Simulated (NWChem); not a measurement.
System: C₄H₆; SMILES C#CCC

The following NWChem deck was run.

```
start job
memory heap 200 mb stack 900 mb global 1100 mb
geometry units angstroms noautoz
  C      0.253787    -1.975001     0.000000
  C     -0.158952    -0.836134     0.000000
  C     -0.634489     0.542916     0.000000
  C      0.489977     1.577185     0.000000
  H      0.614561    -2.986716     0.000000
  H     -1.283912     0.692388     0.879835
  H     -1.283912     0.692388    -0.879835
  H      0.076120     2.596495     0.000000
  H      1.128642     1.465916    -0.888506
  H      1.128642     1.465916     0.888506
end
basis spherical
  * library def2-svp
end
dft
  xc b3lyp
  iterations 150
  mulliken
end
task dft energy
```

Geometry: optimised at PBE0/def2-SVP.

What results follow from this input? (B3LYP/def2-SVP.) Quantities: basis functions; energy (Ha); highest occupied level (eV); orbital gap (eV); dipole (D).

The number of basis functions is 86. The energy (Ha) is -155.86 and the highest occupied level (eV) comes out as -7.26. The orbital gap (eV) is 8.30 and the dipole (D) is 0.74.
